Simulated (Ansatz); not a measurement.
Mg2Se2 was relaxed with r2SCAN-D4 (def2-SVP) in Ansatz in these states: neutral quintet, neutral singlet, neutral triplet. The geometries follow in no particular order.

A:

```xyz
4

Mg   -0.859   -1.037    0.774
Mg    0.859    1.037   -0.774
Se    1.522   -1.272   -0.016
Se   -1.522    1.272    0.016
```

B:

```xyz
4

Mg   -1.106   -0.924    1.068
Mg    1.106    0.924   -1.068
Se   -1.026    1.722    0.427
Se    1.026   -1.722   -0.427
```

C:

```xyz
4

Mg   -1.086   -0.780   -0.245
Mg    1.086    0.780    0.245
Se    0.715   -0.403   -1.883
Se   -0.715    0.403    1.883
```

Question: Judge from the bond lengths which geometry belongs to which state (an estimate).

Answer: A is the neutral triplet (Mg1–Mg2 3.107 Å, Mg2–Se3 2.520 Å, Mg1–Se4 2.520 Å); B is the neutral quintet (Mg1–Mg2 3.587 Å, Mg2–Se3 2.724 Å, Mg1–Se4 2.724 Å); C is the neutral singlet (Mg1–Mg2 2.719 Å, Mg2–Se3 2.463 Å, Mg1–Se4 2.463 Å).

At PBE0-D4/def2-TZVP a singlet lies 1.81 eV below the neutral triplet. At PBE0-D4/def2-TZVP a singlet lies 3.88 eV below the neutral quintet. These are the stationary points nearest to one start from a short search; other shapes may lie lower in each state.
